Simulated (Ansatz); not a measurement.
Steps of a relaxation of C2H6BNOS with RKS PBE0-D4/def2-TZVP.

```sh
$ ansatz run in.yaml --threads 4 --pin off --events-out ev --progress --plain --max-ram 10444MiB
```

```yaml
crystal:
  periodic: [false, false, false]
  atoms:
    - {symbol: B, position_ang: [0.917128, -1.328840, -0.681826]}
    - {symbol: C, position_ang: [0.188995, -0.209534, -0.021734]}
    - {symbol: N, position_ang: [0.527146, 0.202059, 1.369894]}
    - {symbol: C, position_ang: [-0.863573, 0.617464, -0.514967]}
    - {symbol: O, position_ang: [-1.280044, 0.362768, -1.765411]}
    - {symbol: S, position_ang: [-1.580543, 1.870002, 0.397537]}
    - {symbol: H, position_ang: [0.646586, -1.671626, -1.813677]}
    - {symbol: H, position_ang: [1.803951, -1.909812, -0.068795]}
    - {symbol: H, position_ang: [1.503739, 0.523455, 1.467013]}
    - {symbol: H, position_ang: [0.374814, -0.551003, 2.060028]}
    - {symbol: H, position_ang: [-1.994090, 1.009142, -1.946129]}
    - {symbol: H, position_ang: [-0.167007, 1.030626, 1.552168]}
basis:
  gaussian: {orbitals: def2-TZVP}
hamiltonian: {xc: pbe0, dispersion: d4}
relax: {f_tol: 0.005, max_steps: 150}
```

Positions (Å) and forces (eV/Å) along the path, 10 of 10 steps:

```xyz
12
step=1 energy=-17211.5877 eV
B     0.917   -1.329   -0.682   -0.025    0.006   -0.045
C     0.189   -0.210   -0.022   -0.352    0.267   -0.172
N     0.527    0.202    1.370    0.007    0.179    0.329
C    -0.864    0.617   -0.515    0.310   -0.253    0.134
O    -1.280    0.363   -1.765   -0.315    0.608    0.503
S    -1.581    1.870    0.398    0.258   -0.467   -0.356
H     0.647   -1.672   -1.814    0.098    0.148    0.450
H     1.804   -1.910   -0.069   -0.331    0.224   -0.207
H     1.504    0.523    1.467   -0.612   -0.171   -0.126
H     0.375   -0.551    2.060    0.038    0.445   -0.471
H    -1.994    1.009   -1.946    0.479   -0.457    0.076
H    -0.167    1.031    1.552    0.446   -0.529   -0.115
12
step=2 energy=-17211.6423 eV
B     0.908   -1.318   -0.679   -0.004   -0.005   -0.002
C     0.186   -0.207   -0.021   -0.125    0.120   -0.028
N     0.524    0.202    1.364   -0.044    0.113    0.129
C    -0.855    0.610   -0.509    0.076   -0.041    0.053
O    -1.268    0.358   -1.753   -0.112    0.227    0.207
S    -1.571    1.856    0.394    0.066   -0.181   -0.196
H     0.640   -1.653   -1.798    0.031    0.042    0.130
H     1.782   -1.893   -0.071   -0.091    0.061   -0.065
H     1.491    0.520    1.454   -0.171   -0.039   -0.052
H     0.372   -0.545    2.042   -0.005    0.118   -0.139
H    -1.975    0.995   -1.937    0.137   -0.152   -0.014
H    -0.159    1.020    1.547    0.241   -0.264   -0.022
12
step=3 energy=-17211.6516 eV
B     0.901   -1.310   -0.675    0.009    0.018   -0.003
C     0.183   -0.200   -0.018    0.030   -0.046   -0.029
N     0.527    0.200    1.364   -0.087    0.096   -0.003
C    -0.852    0.611   -0.508   -0.060    0.054    0.058
O    -1.263    0.355   -1.748    0.026   -0.013    0.001
S    -1.575    1.853    0.381    0.010   -0.017   -0.034
H     0.634   -1.641   -1.787   -0.006   -0.012   -0.021
H     1.772   -1.881   -0.071    0.013   -0.018    0.015
H     1.490    0.514    1.448    0.022    0.015   -0.007
H     0.373   -0.549    2.034   -0.016   -0.019    0.011
H    -1.968    0.984   -1.941   -0.023    0.009   -0.027
H    -0.144    1.009    1.555    0.082   -0.067    0.041
12
step=4 energy=-17211.6524 eV
B     0.903   -1.306   -0.676   -0.029   -0.020    0.024
C     0.181   -0.199   -0.017    0.020   -0.047   -0.030
N     0.527    0.201    1.365   -0.032    0.020    0.001
C    -0.857    0.610   -0.506    0.011    0.096    0.009
O    -1.262    0.354   -1.748    0.002   -0.038   -0.008
S    -1.577    1.855    0.377   -0.021   -0.012    0.001
H     0.633   -1.641   -1.787    0.005    0.002   -0.017
H     1.769   -1.882   -0.070    0.023    0.003    0.003
H     1.490    0.515    1.445    0.013    0.008   -0.001
H     0.376   -0.551    2.032   -0.003   -0.013    0.011
H    -1.967    0.983   -1.946   -0.016    0.009   -0.011
H    -0.139    1.006    1.565    0.027   -0.010    0.018
12
step=5 energy=-17211.6528 eV
B     0.900   -1.307   -0.674   -0.004    0.001    0.010
C     0.181   -0.197   -0.018    0.013   -0.015   -0.034
N     0.527    0.201    1.365    0.019   -0.016    0.002
C    -0.856    0.615   -0.508   -0.033    0.007    0.028
O    -1.262    0.354   -1.749    0.010   -0.007   -0.019
S    -1.583    1.854    0.376    0.005    0.009    0.002
H     0.633   -1.641   -1.787    0.002    0.002    0.002
H     1.769   -1.881   -0.068    0.000    0.003    0.001
H     1.492    0.512    1.444    0.000   -0.002    0.004
H     0.375   -0.553    2.031    0.003    0.003    0.001
H    -1.969    0.980   -1.950    0.001    0.001    0.004
H    -0.132    1.006    1.572   -0.017    0.014    0.000
12
step=6 energy=-17211.6527 eV rejected
B     0.900   -1.307   -0.674   -0.005    0.010    0.005
C     0.181   -0.198   -0.019    0.012    0.000    0.023
N     0.527    0.201    1.365   -0.006   -0.006   -0.018
C    -0.857    0.616   -0.507    0.040   -0.079   -0.072
O    -1.261    0.354   -1.750   -0.007    0.035    0.055
S    -1.582    1.854    0.375   -0.027    0.045    0.029
H     0.634   -1.641   -1.787    0.003   -0.005   -0.002
H     1.769   -1.880   -0.067   -0.003    0.002   -0.001
H     1.493    0.513    1.444   -0.004   -0.001    0.000
H     0.376   -0.553    2.030    0.001    0.005   -0.001
H    -1.968    0.981   -1.947   -0.007   -0.005   -0.026
H    -0.134    1.005    1.570    0.004   -0.001    0.009
12
step=7 energy=-17211.6529 eV
B     0.900   -1.307   -0.674    0.000    0.002    0.002
C     0.181   -0.198   -0.018    0.001   -0.006   -0.009
N     0.527    0.201    1.365   -0.001    0.001   -0.002
C    -0.857    0.615   -0.508   -0.006    0.001    0.003
O    -1.261    0.354   -1.749    0.001    0.003    0.003
S    -1.582    1.855    0.376    0.003    0.001    0.002
H     0.633   -1.641   -1.787    0.002   -0.001    0.001
H     1.769   -1.880   -0.068   -0.001    0.002    0.001
H     1.492    0.512    1.444    0.003    0.000    0.001
H     0.376   -0.553    2.031    0.001   -0.001    0.002
H    -1.969    0.980   -1.950    0.001   -0.001   -0.002
H    -0.133    1.006    1.572   -0.003    0.000   -0.003
12
step=8 energy=-17211.6529 eV
B     0.900   -1.307   -0.674    0.002    0.002    0.008
C     0.180   -0.198   -0.019    0.003   -0.003    0.001
N     0.527    0.200    1.364    0.000   -0.003   -0.004
C    -0.857    0.615   -0.508   -0.004    0.005    0.003
O    -1.262    0.355   -1.749   -0.005    0.004   -0.002
S    -1.581    1.856    0.377    0.001   -0.002   -0.002
H     0.635   -1.643   -1.787    0.002   -0.001    0.000
H     1.769   -1.878   -0.065    0.000   -0.003   -0.005
H     1.492    0.512    1.443   -0.002    0.001    0.001
H     0.377   -0.554    2.030   -0.001    0.002    0.000
H    -1.969    0.982   -1.950    0.003   -0.003    0.001
H    -0.133    1.005    1.572    0.001   -0.001    0.000
12
step=9 energy=-17211.6529 eV
B     0.900   -1.308   -0.674   -0.005    0.004   -0.002
C     0.180   -0.198   -0.020    0.006   -0.001    0.008
N     0.527    0.200    1.364   -0.001    0.001   -0.001
C    -0.858    0.615   -0.508   -0.001   -0.001   -0.003
O    -1.263    0.355   -1.749    0.000    0.000    0.002
S    -1.581    1.856    0.377    0.002   -0.003   -0.002
H     0.636   -1.643   -1.786    0.001   -0.002   -0.001
H     1.769   -1.878   -0.065    0.000    0.000   -0.002
H     1.492    0.512    1.443    0.000    0.001    0.000
H     0.377   -0.554    2.029    0.000    0.000    0.000
H    -1.969    0.982   -1.950   -0.001    0.001   -0.001
H    -0.133    1.005    1.571    0.001    0.000    0.001
12
step=10 energy=-17211.6529 eV
B     0.900   -1.307   -0.674    0.000    0.002    0.000
C     0.180   -0.198   -0.019    0.001   -0.002    0.001
N     0.527    0.201    1.364    0.001   -0.002   -0.001
C    -0.857    0.615   -0.508   -0.001    0.002   -0.001
O    -1.262    0.355   -1.749    0.000    0.000    0.001
S    -1.581    1.856    0.377    0.000    0.000    0.000
H     0.635   -1.643   -1.787    0.000    0.000    0.000
H     1.769   -1.879   -0.066    0.000    0.000    0.000
H     1.492    0.512    1.443    0.000    0.000    0.000
H     0.377   -0.554    2.030    0.000    0.000    0.000
H    -1.969    0.982   -1.950    0.000    0.000    0.000
H    -0.133    1.005    1.571    0.000    0.001    0.000
```

Hardware: 4 threads of an Arm Neoverse V2 on a shared host. Wall time 41 s, peak host memory 0.66 GiB.
